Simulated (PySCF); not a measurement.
Isomers of C7H14O, from PBE0-D3(BJ)/def2-SVP geometry optimisation, gas phase (PySCF). One conformer each, no zero-point energy, no frequencies.

Question: Which isomer lies lowest at this level?
A. `[CH3:1][O:2][CH:3]1[CH2:4][CH2:5][CH2:6][CH2:7][CH2:8]1` with C1–O2–C3–C4 -73°, O2–C3–C4–C5 -175°, C3–C4–C5–C6 55°, C4–C5–C6–C7 -55°, C5–C6–C7–C8 55°: A = 4004, B = 1368, C = 1103 MHz, dipole 1.16 D
B. `[CH2:1]=[CH:2][C@@H:3]([CH3:4])[O:5][CH:6]([CH3:7])[CH3:8]` with C1–C2–C3–C4 115°, C2–C3–O5–C6 71°, C3–O5–C6–C7 80°: A = 2726, B = 1276, C = 1122 MHz, dipole 1.00 D
C. `[CH2:1]=[CH:2][CH2:3][C@H:4]([CH2:5][CH3:6])[O:7][CH3:8]` with C1–C2–C3–C4 -128°, C2–C3–C4–C5 62°, C3–C4–C5–C6 177°, C3–C4–O7–C8 -77°: A = 2407, B = 1424, C = 1016 MHz, dipole 1.24 D

Answer: A. That is `COC1CCCCC1`, 22.3 kcal/mol below the next.

```json
{"SMILES": "COC1CCCCC1", "mapped SMILES": "[CH3:1][O:2][CH:3]1[CH2:4][CH2:5][CH2:6][CH2:7][CH2:8]1", "E (Eh)": "-349.74846", "relative (kcal/mol)": "0.0", "relative (kJ/mol)": "0.0", "dipole (D)": "1.16"}
{"SMILES": "C=C[C@@H](C)OC(C)C", "mapped SMILES": "[CH2:1]=[CH:2][C@@H:3]([CH3:4])[O:5][CH:6]([CH3:7])[CH3:8]", "E (Eh)": "-349.71295", "relative (kcal/mol)": "22.3", "relative (kJ/mol)": "93.2", "dipole (D)": "1.00"}
{"SMILES": "C=CC[C@H](CC)OC", "mapped SMILES": "[CH2:1]=[CH:2][CH2:3][C@H:4]([CH2:5][CH3:6])[O:7][CH3:8]", "E (Eh)": "-349.70547", "relative (kcal/mol)": "27.0", "relative (kJ/mol)": "112.9", "dipole (D)": "1.24"}
```

As drawn, the highest has a C=C bond outside aromatic rings, which the lowest lacks.
